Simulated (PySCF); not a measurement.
F$_{3}$Si (SMILES F[Si](F)F), doublet, at a GFN2-xTB geometry; PySCF with BLYP/6-31G.

Input for PySCF:
```python
from pyscf import gto, scf, dft

mol = gto.M(
    atom='''
F     1.458975    0.006116   -0.166701
Si   -0.016259   -0.011009    0.427829
F    -0.718422    1.262205   -0.217129
F    -0.715262   -1.251196   -0.281682
''',
    basis='6-31g',
    charge=0,
    spin=1,
    verbose=4,
)

mf = dft.UKS(mol)
mf.xc = 'blyp'
mf.kernel()
mf.analyze()
```

Question: Predict the main parts of the log of this PySCF run.

Answer: 
```
PySCF version 2.14.0

[INPUT] verbose = 4
[INPUT] num. atoms = 4
[INPUT] num. electrons = 41
[INPUT] charge = 0
[INPUT] spin (= nelec alpha-beta = 2S) = 1
[INPUT] symmetry False subgroup None
[INPUT] Mole.unit = angstrom
[INPUT] Symbol           X                Y                Z      unit          X                Y                Z       unit  Magmom
[...]
nuclear repulsion = 176.9001398009
number of shells = 22
number of NR pGTOs = 112
number of NR cGTOs = 40
basis = 6-31g
ecp = {}

******** <class 'pyscf.dft.uks.UKS'> ********
method = UKS
initial guess = minao
damping factor = 0
level_shift factor = 0
DIIS = <class 'pyscf.scf.diis.CDIIS'>
diis_start_cycle = 1
diis_space = 8
diis_damp = 0
SCF conv_tol = 1e-09
SCF conv_tol_grad = None
SCF max_cycles = 50
direct_scf = True
direct_scf_tol = 1e-13
number electrons alpha = 21  beta = 20
XC library pyscf.dft.libxc version 7.1.2
    S. Lehtola, C. Steigemann, M. J. T. Oliveira, and M. A. L. Marques,  SoftwareX 7, 1–5 (2018)
XC functionals = blyp
    A. D. Becke,  Phys. Rev. A 38, 3098 (1988)
    C. Lee, W. Yang, and R. G. Parr,  Phys. Rev. B 37, 785 (1988)
    B. Miehlich, A. Savin, H. Stoll, and H. Preuss,  Chem. Phys. Lett. 157, 200 (1989)
radial grids:
    Treutler-Ahlrichs [JCP 102, 346 (1995); DOI:10.1063/1.469408] (M4) radial grids

becke partition: Becke, JCP 88, 2547 (1988); DOI:10.1063/1.454033
pruning grids: <function nwchem_prune>
grids dens level: 3
symmetrized grids: False
atomic radii adjust function: <function treutler_atomic_radii_adjust>
small_rho_cutoff = 0
Set gradient conv threshold to 3.16228e-05
tot grids = 61968
init E= -589.44569880134

cycle= 1 E= -588.727806295856  delta_E= 0.718  |g|= 0.773  |ddm|=  1.5
cycle= 2 E= -587.899073841579  delta_E= 0.829  |g|=  1.7  |ddm|= 1.94
cycle= 3 E= -588.955720503652  delta_E= -1.06  |g|= 0.0161  |ddm|= 1.35
cycle= 4 E= -588.95594554585  delta_E= -0.000225  |g|= 0.0129  |ddm|= 0.0516
cycle= 5 E= -588.956039810672  delta_E= -9.43e-05  |g|= 0.000871  |ddm|= 0.0175
cycle= 6 E= -588.956040101441  delta_E= -2.91e-07  |g|= 0.000232  |ddm|= 0.00147
cycle= 7 E= -588.956040131892  delta_E= -3.05e-08  |g|= 3.77e-05  |ddm|= 0.000386
cycle= 8 E= -588.956040131887  delta_E= 5.46e-12  |g|= 4.37e-05  |ddm|= 5.42e-05
cycle= 9 E= -588.956040132542  delta_E= -6.55e-10  |g|= 2.55e-06  |ddm|= 3.08e-05
Extra cycle  E= -588.956040132535  delta_E= 6.82e-12  |g|= 5.32e-06  |ddm|= 5.44e-06
converged SCF energy = -588.956040132535  <S^2> = 0.75066475  2S+1 = 2.0006646
**** SCF Summaries ****
Total Energy =                        -588.956040132535236
Nuclear Repulsion Energy =             176.900139800899694
One-electron Energy =                -1170.281439218861124
Two-electron Energy =                  404.425259285426250
Two-electron Coulomb Energy =          456.875599977766683
DFT Exchange-Correlation Energy =      -52.450340692340433
**** MO energy ****
                             alpha | beta                alpha | beta
[...]
To work with the spin densities directly, `use mulliken_meta_spin()` only printing them here.

 ** Mulliken spin pop alpha/beta on meta-lowdin orthogonal AOs **
 ** Mulliken Spin Density (per AO)  **
spin_pop of  0 F 1s       -0.00000
spin_pop of  0 F 2s        0.00231
spin_pop of  0 F 3s        0.00019
spin_pop of  0 F 2px       0.01563
spin_pop of  0 F 2py      -0.00264
spin_pop of  0 F 2pz       0.07832
spin_pop of  0 F 3px       0.00005
spin_pop of  0 F 3py      -0.00000
spin_pop of  0 F 3pz       0.00065
spin_pop of  1 Si 1s        0.00000
spin_pop of  1 Si 2s        0.00002
spin_pop of  1 Si 3s        0.40118
spin_pop of  1 Si 4s        0.00819
spin_pop of  1 Si 2px      -0.00001
spin_pop of  1 Si 2py      -0.00001
spin_pop of  1 Si 2pz       0.00002
spin_pop of  1 Si 3px       0.00407
spin_pop of  1 Si 3py       0.00385
spin_pop of  1 Si 3pz       0.29159
spin_pop of  1 Si 4px       0.00018
spin_pop of  1 Si 4py       0.00018
spin_pop of  1 Si 4pz       0.00721
spin_pop of  2 F 1s       -0.00000
spin_pop of  2 F 2s        0.00231
spin_pop of  2 F 3s        0.00019
spin_pop of  2 F 2px       0.00008
spin_pop of  2 F 2py       0.01060
spin_pop of  2 F 2pz       0.08063
spin_pop of  2 F 3px       0.00000
spin_pop of  2 F 3py       0.00004
spin_pop of  2 F 3pz       0.00066
spin_pop of  3 F 1s       -0.00000
spin_pop of  3 F 2s        0.00231
spin_pop of  3 F 3s        0.00019
spin_pop of  3 F 2px       0.00005
spin_pop of  3 F 2py       0.00761
spin_pop of  3 F 2pz       0.08364
spin_pop of  3 F 3px       0.00000
spin_pop of  3 F 3py       0.00002
spin_pop of  3 F 3pz       0.00068
 ** Mulliken Spin Density (per atom)  **
spin density of  0 F =      0.09451
spin density of  1 Si =      0.71648
spin density of  2 F =      0.09451
spin density of  3 F =      0.09451
 ** Mulliken pop alpha/beta on meta-lowdin orthogonal AOs **
 ** Mulliken pop       alpha | beta **
[...]
In total            21.00000 | 20.00000
 ** Mulliken atomic charges   ( Nelec_alpha | Nelec_beta ) **
charge of  0F =     -0.38651  (     4.74051      4.64600 )
charge of  1Si =      1.15953  (     6.77848      6.06200 )
charge of  2F =     -0.38651  (     4.74051      4.64600 )
charge of  3F =     -0.38651  (     4.74051      4.64600 )
Dipole moment(X, Y, Z, Debye): -0.07853, -0.05315,  2.06620
```
